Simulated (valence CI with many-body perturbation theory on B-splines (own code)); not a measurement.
Values are calculated unless marked as measured or tabulated.
**Hyperfine factors and g values of W LII**

Method: relativistic CI+MBPT: five valence electrons over a frozen Dirac-Fock core [Ar], a basis of 7 s, 7 p, 8 d, 6 f, 4 g, 1 h functions for each j, with the one-electron correlation potential Σ1 (screened to all orders), the two-electron term Σ2, the three-electron term Σ3, Breit, model QED; selected single and double excitations, second order for the rest (own B-spline code, finite nucleus).

No measured spectrum was set against this ion. As an estimate, large intervals hold to a few tenths of a per cent, small ones and those within an open d or f shell to about a per cent. Among the levels kept, up to 250 cm⁻¹ of a level comes from second order outside the variational space, and about a tenth of that is noise between levels of different J, which matters for small intervals. The list stops below the first excitations out of the core. Only levels of the ground parity were solved; by the run's estimate the other parity begins above the list, which can be wrong where configurations are misplaced.

A/g_I is the dipole constant over the nuclear g factor μ/I (μ in nuclear magnetons, uniformly magnetised nucleus), B/Q the quadrupole constant per barn. Both hold the static response of the core; the bare values leave it out. Large factors of s and p1/2 electrons are usually good to 5 to 10 %; those of open d and f shells near neutrality can be off by tens of per cent, and small factors of p3/2, d and f electrons come from cancelling terms and can be off by a factor of two or in sign, in half-filled shells by more. B is blank for J = 1/2, where it vanishes, and for nearly pure S terms. Energies count from the lowest level.

Levels are named by their leading jj configuration (3d3/2^4 stands for four electrons in 3d with j = 3/2), which in mixed levels can hold well under half, so a name can repeat and another be missing. Letters in brackets count levels of one name in rising energy.

```csv
Level,E (cm⁻¹),g,A/g_I (MHz),A/g_I bare,B/Q (MHz/b),B/Q bare
(3d3/2^4 3d5/2) J=5/2,0,1.281,36000,37000,68300,68900
(3d3/2^3 3d5/2^2) J=5/2 [a],471110,1.331,21900,23000,25900,26100
(3d3/2^3 3d5/2^2) J=7/2 [a],565220,1.158,43500,44100,74800,75500
(3d3/2^3 3d5/2^2) J=11/2,575450,1.099,56000,56400,-2160,-2340
(3d3/2^3 3d5/2^2) J=3/2 [a],580270,1.151,55200,55800,61800,62400
(3d3/2^3 3d5/2^2) J=9/2,620470,1.130,49900,50400,76200,77000
(3d3/2^3 3d5/2^2) J=5/2 [b],650610,1.129,51500,52100,-4020,-4020
(3d3/2^3 3d5/2^2) J=1/2,679850,1.790,-28900,-26400,,
(3d3/2^3 3d5/2^2) J=7/2 [b],686910,1.072,60800,61100,-81600,-82400
(3d3/2^3 3d5/2^2) J=3/2 [b],823960,0.797,96400,96000,-79500,-80300
(3d3/2^2 3d5/2^3) J=5/2 [a],1028000,1.305,17600,18600,4230,4290
(3d3/2^2 3d5/2^3) J=7/2 [a],1098000,1.208,36900,37700,-3580,-3630
(3d3/2^2 3d5/2^3) J=11/2,1101100,1.087,54700,55100,1280,1300
(3d3/2^2 3d5/2^3) J=9/2 [a],1117600,1.140,47200,47800,-7620,-7710
(3d3/2^2 3d5/2^3) J=13/2,1141600,1.065,58800,59200,-75.9,-68.2
(3d3/2^2 3d5/2^3) J=1/2 [a],1156900,0.450,155000,153000,,
(3d3/2^2 3d5/2^3) J=3/2 [a],1166600,1.163,45900,46500,2270,2270
(3d3/2^2 3d5/2^3) J=5/2 [b],1175600,1.020,64800,65000,-7600,-7660
(3d3/2^2 3d5/2^3) J=9/2 [b],1218000,1.096,54000,54400,1920,1940
(3d3/2^2 3d5/2^3) J=7/2 [b],1237700,0.980,72100,72200,-1820,-1850
(3d3/2^2 3d5/2^3) J=5/2 [c],1255500,1.046,61000,61300,7740,7790
(3d3/2^2 3d5/2^3) J=3/2 [b],1259400,0.851,89400,89100,6080,6180
(3d3/2^2 3d5/2^3) J=7/2 [c],1308000,1.029,65200,65400,2260,2280
(3d3/2^2 3d5/2^3) J=1/2 [b],1308800,1.757,-37300,-34900,,
(3d3/2^2 3d5/2^3) J=9/2 [c],1379100,1.103,53100,53500,25000,25300
(3d3/2^2 3d5/2^3) J=3/2 [c],1504000,1.178,43000,43700,-20500,-20800
(3d3/2^2 3d5/2^3) J=5/2 [d],1532700,1.179,42800,43500,18200,18400
(3d3/2 3d5/2^4) J=5/2 [a],1663600,1.228,25900,26700,-31400,-31700
(3d3/2 3d5/2^4) J=7/2 [a],1735700,1.178,41900,42600,-87300,-88200
(3d3/2 3d5/2^4) J=11/2,1747600,1.067,57100,57400,884,1060
(3d3/2 3d5/2^4) J=3/2,1761600,0.984,61400,61500,-65900,-66500
(3d3/2 3d5/2^4) J=9/2,1807200,1.111,50600,51100,-95500,-96400
(3d3/2 3d5/2^4) J=5/2 [b],1844900,1.106,51300,51800,15000,15100
(3d3/2 3d5/2^4) J=7/2 [b],1872500,1.011,64000,64100,97200,98200
(3d3/2 3d5/2^4) J=1/2,1934400,1.295,-13300,-12300,,
```

(1) Take the isotope of mass number 183, with I = 1/2, μ = 0.11739 μN. What is the hyperfine structure of (3d3/2^3 3d5/2^2) J=5/2 [a]?

Answers

(1) From the table A = 5140 MHz. Shifts from the centre of gravity in MHz: F = 2: -9000, F = 3: 6420.
